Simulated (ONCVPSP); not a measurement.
# What the settings do to the ONCV potential of iridium

Base potential:

```
Element                 : iridium
Generator               : ONCVPSP 4.0.1
Type                    : optimised norm-conserving Vanderbilt (ONCV)
Functional              : BLYP
Relativity              : scalar-relativistic
Frozen core             : [Xe] 4f14
Valence charge          : 9
Reference configuration : 5d7 6s1 6p1
Partial waves           : 6s: rc 2.35 bohr, ncon 3, nbas 8, qcut 2.1 1/bohr, 2 projectors, debl 2.4 Ha; 6p: rc 3.65 bohr, ncon 3, nbas 8, qcut 2.7 1/bohr, 1 projector; 5d: rc 1.75 bohr, ncon 4, nbas 9, qcut 7.6 1/bohr, 1 projector
Local potential         : polynomial inside 1.50 bohr (lpopt 5, dvloc0 0 Ha)
Core correction         : polynomial model core, fcfact 0.55
```

Cutoffs, loose and tight: the cutoffs (Ha) at which the residual kinetic energy of the hardest occupied pseudo-wave falls to 1 and 0.1 mHa per electron. They do not see the model core or the augmentation charge, which bear on the density cutoff. Test errors are all-electron minus pseudo excitation energies from the reference, over the configurations 5d7 6s2 6p0; 5d7 6s1 6p0; 5d7 6s0 6p0; 5d6 6s2 6p0. A dash means not determined; rows that change the core or the reference have their own tests.

A true bound ghost makes a file unfit for plane-wave use even where its test errors are small: the radial tests pick states by their node count and pass the ghost by.

```csv
change,outcome,"cutoff, loose","cutoff, tight",bound ghosts,GHOST(+) flags above zero,largest test error (meV)
base,generated,21 Ha,43 Ha,"s, p",none,-35
s: qcut 1.3,generated,32 Ha,53 Ha,"s, p",none,-30
s: qcut 3.1,"failed: ERROR pspot: first pseudo wave function has node, program will stop",–,–,–,–,–
```

**Question.** What comes out with this change to the base: s: qcut 2.4?

**Answer.** outcome: generated; cutoff, loose: 19 Ha; cutoff, tight: 35 Ha; bound ghosts: s, p; GHOST(+) flags above zero: none; largest test error (meV): -38.

**Question.** What comes out with this change to the base: s: qcut 1.6?

**Answer.** outcome: generated; cutoff, loose: 31 Ha; cutoff, tight: 49 Ha; bound ghosts: s, p; GHOST(+) flags above zero: none; largest test error (meV): -31.

**Question.** What comes out with this change to the base: s: qcut 2.7?

**Answer.** outcome: generated; cutoff, loose: 19 Ha; cutoff, tight: 30 Ha; bound ghosts: s, p; GHOST(+) flags above zero: none; largest test error (meV): -50.

Reading the sweep of the qcut of the s channel (base included, trends over the rows without a ghost): Bound ghosts are found at 1.3, 1.6, 2.1, 2.4, 2.7 1/bohr. Every judged row has one, so this setting neither creates nor removes them. The generation fails at 3.1 1/bohr.
